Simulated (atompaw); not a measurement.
An all-electron radial function and its pseudo partner (silver)

Columns: radius, all-electron u(r) and pseudo u(r) of the 5p shell (level -1.68 eV) of silver in the configuration [Kr] 4d10 5s0 5p1; PBEsol, scalar-relativistic, PAW (atompaw) scheme, atompaw 4.2.0.5.

| r (bohr) | all-electron | pseudo |
| --- | --- | --- |
| 0.104 | -0.0459 | 0.0013 |
| 0.208 | 0.0816 | 0.0052 |
| 0.312 | 0.0929 | 0.0117 |
| 0.415 | 0.0162 | 0.0206 |
| 0.519 | -0.0742 | 0.0319 |
| 0.623 | -0.1387 | 0.0453 |
| 0.727 | -0.1679 | 0.0607 |
| 0.831 | -0.1657 | 0.0779 |
| 0.935 | -0.1405 | 0.0967 |
| 1.038 | -0.1011 | 0.1165 |
| 1.142 | -0.0533 | 0.1377 |
| 1.246 | -0.0022 | 0.1596 |
| 1.350 | 0.0492 | 0.1822 |
| 1.454 | 0.0987 | 0.2050 |
| 1.558 | 0.1454 | 0.2280 |
| 1.662 | 0.1886 | 0.2509 |
| 1.765 | 0.2277 | 0.2733 |
| 1.869 | 0.2634 | 0.2953 |
| 1.973 | 0.2953 | 0.3167 |
| 2.077 | 0.3238 | 0.3372 |
| 2.181 | 0.3489 | 0.3566 |
| 2.285 | 0.3709 | 0.3749 |
| 2.388 | 0.3899 | 0.3916 |
| 2.492 | 0.4065 | 0.4070 |
| 2.596 | 0.4207 | 0.4208 |
| 2.700 | 0.4327 | 0.4327 |

Q: How many radial nodes do the two functions have?

A: The all-electron 5p function has n − l − 1 = 3; the pseudo-wave has 0, since the states of the same l below it are removed with the core.

Q: Is the pseudo-wave norm-conserving?

A: No, it belongs to a PAW set: the norm inside the radius is not constrained, and the difference is carried by the augmentation charge.
